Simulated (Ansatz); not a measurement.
Reaction (redistribution): `F[SiH](F)N[SiH](Cl)Cl` + `CB[SiH3]` → `CB[SiH](F)F` + `[SiH3]N[SiH](Cl)Cl`

Computed with Ansatz on PBE0-D4/def2-TZVP structures; ΔE is electronic, products minus reactants. CCSD(T)/CBS is the MP2 limit (def2-TZVPP, def2-QZVPP) plus CCSD(T) − MP2 in def2-TZVPP, frozen cores. DFT in def2-TZVPP. B3LYP here is the variant with VWN-RPA as its local correlation; programs differ in this. Each species was taken in one conformer, which may not be the lowest.

```tsv
level	ΔE (kcal/mol)	difference from CCSD(T)/CBS
PBE-D4	8.2	0.1
r2SCAN-D4	9.2	1.1
PBE0-D4	8.5	0.4
B3LYP-D4	7.8	-0.3
ωB97X-V	7.7	-0.4
ωB97M-V	8.2	0.1
B2PLYP	7.4	-0.7
PBE	7.7	-0.4
r2SCAN	9.1	1.0
PBE0	8.0	-0.1
B3LYP	6.9	-1.2
HF/def2-TZVPP	7.0	-1.1
MP2/def2-TZVPP	8.0	-0.1
SCS-MP2/def2-TZVPP	7.3	-0.8
CCSD/def2-TZVPP	8.2	0.1
CCSD(T)/def2-TZVPP	8.4	0.3
HF/def2-QZVPP	7.0	-1.1
MP2/def2-QZVPP	7.9	-0.2
SCS-MP2/def2-QZVPP	7.2	-0.9
HF/CBS(def2)	7.0	-1.1
MP2/CBS(def2)	7.7	-0.4
CCSD/CBS(def2)	8.0	-0.1
CCSD(T)/CBS	8.1	0
```

Largest T1 diagnostic among the species: 0.012.

In def2-TZVPP, CCSD(T) changes the Hartree–Fock value by +1.4 kcal/mol (the triples alone add +0.2 kcal/mol) and MP2 by +1.0 kcal/mol. The D4 term adds +0.8 kcal/mol with B3LYP and +0.4 kcal/mol with PBE0; it sums over pairs of atoms, weighted by their polarisabilities, and B3LYP, whose exchange is more repulsive, gets the larger term.
